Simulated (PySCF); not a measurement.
Species: C7H13F.
Atom-mapped SMILES: `[CH2:1]=[C:2]([CH2:3][F:4])[C@@H:5]([CH3:6])[CH2:7][CH3:8]` (hydrogens: H9, H10 on C1; H11, H12 on C3; H13 on C5; H14, H15, H16 on C6; H17, H18 on C7; H19, H20, H21 on C8)

Computed with PySCF at wB97X-D/def2-SVPD, non-relativistic, on one gas-phase PBE0-D3(BJ)/def2-SVP geometry that isn't relaxed in the solvent. The solvent is an IEF-PCM continuum (van der Waals radii × 1.2), and excitations are vertical TDDFT with non-equilibrium linear response and a frozen core. Only the electrostatic response of the medium enters.

Gas-phase singlets (H = HOMO, L = LUMO):

| state | E (eV) | λ (nm) | f | leading configuration |
| --- | --- | --- | --- | --- |
| S1 | 7.240 | 171 | 0.379 | H→L 96% |
| S2 | 7.448 | 166 | 0.040 | H→L+1 65% |
| S3 | 7.963 | 156 | 0.001 | H-1→L 52% |
| S4 | 7.995 | 155 | 0.002 | H→L+3 34% |
| S5 | 8.121 | 153 | 0.010 | H→L+2 36% |

Q: Give the list for cyclohexane (ε = 2.017), n² = 2.04.

A: 
```
state  E (eV)  λ (nm)      f  leading configuration  change by rank (eV)
   S1   7.075     175  0.499                H→L 97%               -0.165
   S2   7.420     167  0.046              H→L+1 67%               -0.028
   S3   7.937     156  0.000              H-1→L 70%               -0.026
   S4   8.029     154  0.003              H→L+4 34%               +0.034
   S5   8.198     151  0.011              H→L+2 34%               +0.077
```

Q: The ground-state energy changes by -0.058 eV from gas to cyclohexane. By how much does the total energy of gas-phase S1 change?

A: E(S1) = E(S0) + excitation energy, so it changes by -0.058 − 0.165 = -0.223 eV: it is lowered more than the ground state, which is what a red shift means. This is the vertical state, with the slow part of the continuum still set for S0.

Q: How do the frontier levels move from gas to cyclohexane?

A: 
```csv
orbital,gas (eV),solvent (eV),change (eV),"Löwdin shares, gas","Löwdin shares, solvent"
LUMO+2,2.76,2.83,+0.07,"C6 13 %, C1 12 %, H15 8 %, C8 7 %","C1 12 %, C6 11 %, F4 10 %, H15 9 %"
LUMO+1,2.24,2.34,+0.10,"C6 12 %, C3 9 %, C8 9 %, C7 8 %","C3 11 %, C6 10 %, C1 10 %, C8 9 %"
LUMO,2.05,2.10,+0.05,"C2 30 %, C1 29 %, H10 7 %, H9 6 %","C2 31 %, C1 30 %, H10 7 %, H9 6 %"
HOMO,-9.15,-9.11,+0.04,"C1 37 %, C2 32 %, C3 6 %, C5 4 %","C1 37 %, C2 32 %, C3 6 %, C5 4 %"
HOMO-1,-10.90,-10.81,+0.09,"C5 16 %, C2 13 %, F4 11 %, C7 11 %","C5 17 %, C2 12 %, C7 12 %, H13 10 %"
HOMO-2,-11.14,-11.04,+0.10,"C5 20 %, C7 19 %, C8 9 %, C6 8 %","C5 20 %, C7 19 %, C8 9 %, C6 8 %"
HOMO-3,-11.53,-11.43,+0.10,"C6 16 %, C8 16 %, C7 14 %, C5 14 %","C6 17 %, C8 17 %, C7 16 %, C5 15 %"
```

The HOMO–LUMO gap goes from 11.20 to 11.21 eV.

Conformer computed: `[CH2:1]=[C:2]([CH2:3][F:4])[C@@H:5]([CH3:6])[CH2:7][CH3:8]`: C1–C2–C3–F4 -1°, C1–C2–C5–C6 114°, C2–C5–C7–C8 57°.

The pairwise dispersion term of wB97X-D wasn't added to the energies; at a given geometry it leaves orbitals and properties as they are.
